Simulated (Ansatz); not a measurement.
Species: sum formula HSO₃, net charge -1, singlet state. It need not be the lowest isomer of its formula. Whether it binds its extra electron was not tested at this geometry. 
Coordinates optimised at B3LYP-D3(BJ)/def2-TZVP (Ansatz, a program for electronic structure):
```xyz
5

O     -0.9721    -0.6010    -0.8910
S     -0.2849    -0.0724     0.3105
O     -0.0435     1.3960     0.2068
O      1.3669    -0.6563     0.1169
H      1.7488     0.0481    -0.4295
```
Charge -1, spin multiplicity 1.

Total electronic energies in hartree. Correlated levels leave the core frozen unless marked. Spin-orbit coupling is left out. Non-relativistic. CBS marks a two-point X^-3 extrapolation of the correlation energy; Hartree-Fock from the larger set. [CCSD(T)-MP2]/basis is that difference in the basis named.

| level | program | energy (Eh) |
|---|---|---|
| HF/6-31G* | Ansatz | -622.63689 |
| BLYP-D3(BJ)/def2-TZVPD | Ansatz + dftd3 | -624.63442 |
| HSE06-D4/def2-TZVPD | Ansatz + dftd4 | -624.25467 |
| CAM-B3LYP-D4/def2-TZVPD | Ansatz + dftd4 | -624.59293 |
| LC-wPBE-D3(BJ)/def2-TZVPD | Ansatz + dftd3 | -624.40067 |
| wB97M-V/def2-TZVPD | Ansatz | -624.56779 |
| B2GP-PLYP-D3(BJ)/def2-TZVPD | Ansatz + dftd3 | -624.29670 |
| MP2/cc-pwCVTZ | Ansatz | -623.75309 |
| RI-MP2/cc-pV(Q+d)Z | Ansatz | -623.84001 |
| SCS-MP2/cc-pV(D+d)Z | Ansatz | -623.35961 |
| SCS-MP2/cc-pV(T+d)Z | Ansatz | -623.70242 |
| CCSD/6-31G | Ansatz | -622.83637 |
| CCSD(T)/6-31G | Ansatz | -622.84913 |
| CCSD(T)/cc-pV(D+d)Z | Ansatz | -623.41754 |
| RI-MP2/CBS(aug-cc-pV(T+d)Z,aug-cc-pV(Q+d)Z)+[CCSD(T)-MP2]/aug-cc-pV(T+d)Z | Ansatz | -623.9459 |

Totals of different functionals don't rank their quality; only differences between species are comparable.
